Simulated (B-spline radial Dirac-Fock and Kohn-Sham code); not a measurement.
Z = 32 (germanium), transition energy 1550 keV. The computed values come from an atomic code on a B-spline grid: a Dirac-Hartree-Slater potential of the neutral atom with a Latter tail (no hole, which puts coefficients of high multipoles low close above an edge), finite nucleus with surface currents. Subshells that would emit electrons below 1 keV are left out, and so is internal pair formation.

Q: A pure transition shows α(K) = 6.34e-05, L1/L2 = 211 and L1/L3 = 80.8. What is its multipolarity?
A. M4
B. M1
C. E2
D. M3
E. E4
F. M2
G. E1
H. E3

A: G. For comparison, α(K), L1/L2, L1/L3 are E2 0.000123, 105, 89.8; E3 0.000218, 56.6, 87.2; E4 0.000371, 34.4, 76.1; M1 0.000117, 139, 157; M2 0.000228, 87.3, 203; M3 0.000404, 60.3, 171; M4 0.000690, 44.3, 110.
